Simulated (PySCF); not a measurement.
Breaking a bond: AlN, triplet. Each curve is given relative to its own lowest point near equilibrium.

```tsv
R / Å	A	B	C
1.42	62.9	72.3	75.8
1.51	29.8	37.4	40.8
1.60	11.5	18.5	24.0
1.67	4.0	10.4	14.7
1.76	0.2	5.8	6.1
1.79	0.0	3.4	4.1
1.86	0.9	0.8	1.0
1.91	2.4	0.0	0.0
1.98	5.5	0.3	0.0
2.07	10.5	2.5	1.7
2.23	20.7	9.0	8.6
2.39	31.3	17.0	19.3
```

Energies in kcal/mol.

**Question.** Match the curves with the methods restricted open-shell CAM-B3LYP/cc-pVTZ (PySCF); CCSD on UHF/cc-pVTZ, 6 core orbitals frozen in PySCF 2.14.0; MP2 on UHF/cc-pVTZ, 6 core orbitals frozen run with PySCF.

**Answer.** A is ROKS-CAM-B3LYP; B is UCCSD; C is UMP2.

The scan ran from 1.42 to 7.20 Å; beyond the distances shown one of the unrestricted levels run for this scan, shown here or not, changes its spin distribution in one step. The unrestricted determinant behind UCCSD, UMP2 is spin-contaminated at 1.60 to 1.86, 2.39 Å (<S²> up to 2.2, against 2.00 for a pure triplet).
